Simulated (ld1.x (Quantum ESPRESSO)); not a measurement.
## Before and after: PAW potential for tungsten (W)

* Element: tungsten
* Generator: ld1.x (Quantum ESPRESSO) 7.5
* Type: PAW
* Functional: PBE
* Relativity: scalar-relativistic
* Frozen core: [Xe]
* Valence charge: 20
* Reference configuration: 4f14 5d4 6s2 6p0
* Partial waves: 6s (bound): rcut 2.35, rcutus 2.80 bohr; 6s channel at 3.5 Ry: rcut 2.35, rcutus 2.80 bohr; 6p (bound, empty): rcut 2.35, rcutus 3.25 bohr; 6p channel at 4 Ry: rcut 2.35, rcutus 3.25 bohr; 5d (bound): rcut 1.75, rcutus 2.30 bohr; 5d channel at 2.75 Ry: rcut 1.75, rcutus 2.30 bohr; 4f (bound): rcut 0.95, rcutus 1.20 bohr; 4f channel at -1.6 Ry: rcut 0.95, rcutus 1.20 bohr
* Local potential: all-electron potential smoothed inside 2.75 bohr (lloc = -1)
* Core correction: Bessel-smoothed model core inside 0.85 bohr
* Augmentation charge: BESSEL, radius 0.90 bohr

Change: local potential all-electron potential smoothed inside 2.45 bohr (lloc = -1).

Cutoffs: the cutoffs (Ry, on a coarse ladder) from which the occupation-weighted sum of valence levels, in a spherical-Bessel basis at the reference potential, stays within 10 and 1 mRy of its value at 400 Ry; they do not see the model core or the augmentation charge, which bear on the density cutoff. Errors are all-electron minus pseudo energies relative to the spin-unpolarised reference configuration.

**Question.** How do hardness, ghosts and transferability respond?

**Answer.** The potential gets neither clearly harder nor softer (140 Ry and 230 Ry → 140 Ry and 230 Ry); of the 7 tests that both files solve, the error grows in 0 and shrinks in 5 by more than 15 % and 0.3 meV (median size 29.8 → 26.1 meV); the range in which the s phases agree narrows (upper end at the end of the scan → 1.7); neither file shows a bound ghost at the reference potential, the only one tested.

| quantity | base | changed |
| --- | --- | --- |
| cutoff, loose | 140 Ry | 140 Ry |
| cutoff, tight | 230 Ry | 230 Ry |
| bound ghosts | none | none |
| error for 4f14 5d4 6s1 6p0, meV [ΔE 8.88 eV] | -2.3 | +0.7 |
| error for 4f14 5d4 6s0 6p0, meV [ΔE 24.56 eV] | -14 | -9.8 |
| error for 4f14 5d3 6s0 6p0, meV [ΔE 49.94 eV] | -149 | -146 |
| error for 4f13 5d5 6s1 6p0, meV [ΔE 41.82 eV] | -1556 | -1045 |
| error for 4f14 5d5 6s0 6p0, meV [ΔE 9.69 eV] | -30 | -26 |
| error for 4f13 5d5 6s2 6p0, meV [ΔE 32.72 eV] | -1404 | -213 |
| error for 4f14 5d4 6s1.5 6p0, meV [ΔE 3.63 eV] | -0.8 | 0.0 |
| s: phases at 3.54 bohr within 0.05 rad from the reference energy up to (Ry; the scan ends near 5) | to the end of the scan | 1.7 |
| p: phases at 3.54 bohr within 0.05 rad from the reference energy up to (Ry; the scan ends near 5) | to the end of the scan | to the end of the scan |
| d: phases at 3.54 bohr within 0.05 rad from the reference energy up to (Ry; the scan ends near 5) | to the end of the scan | 5.0 |
| f: phases at 3.54 bohr within 0.05 rad from the reference energy up to (Ry; the scan ends near 5) | 3.0 | 3.2 |
| lowest overlap eigenvalue by channel | s 0.69, p 0.86, d 0.21, f 1.00 | s 0.67, p 0.86, d 0.23, f 1.00 |

Changed file: These tests converged, but a pseudo level misses the all-electron one widely, so the file describes the atom poorly there or has found another state: 4f13 5d5 6s2 6p0: 4f by 4.1 eV.
